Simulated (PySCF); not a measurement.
Cd(SiH3)(GeH3) (CdGeH₆Si), SMILES [Cd]([GeH3])[SiH3]. Heavy atoms are numbered as in [Cd:1]([SiH3:2])[GeH3:6]. Hydrogens are named by the atom that carries them.

Geometry: B3LYP-D3(BJ)/def2-SVP. The structure was generated by enumeration; whether it is a known compound was not checked. The def2 effective core potentials stand for the cores of Cd; spin–orbit coupling is left out.

Level of theory: PBE0/def2-TZVPD run with PySCF.

Mulliken values depend strongly on the basis, most of all with diffuse functions as here. ESP charges are fitted to the potential on shells at 1.4 to 2.0 van der Waals radii. Atomic charges (e), one atom of each kind:

```json
[
 {"atom": "Cd1", "Mulliken": "0.39", "ESP fit": "0.44"},
 {"atom": "Si2 (SiH3)", "Mulliken": "-0.13", "ESP fit": "-0.20"},
 {"atom": "H on Si2", "Mulliken": "-0.02", "ESP fit": "0.00"},
 {"atom": "Ge6 (GeH3)", "Mulliken": "-0.40", "ESP fit": "-0.23"},
 {"atom": "H on Ge6", "Mulliken": "0.06", "ESP fit": "0.00"}
]
```
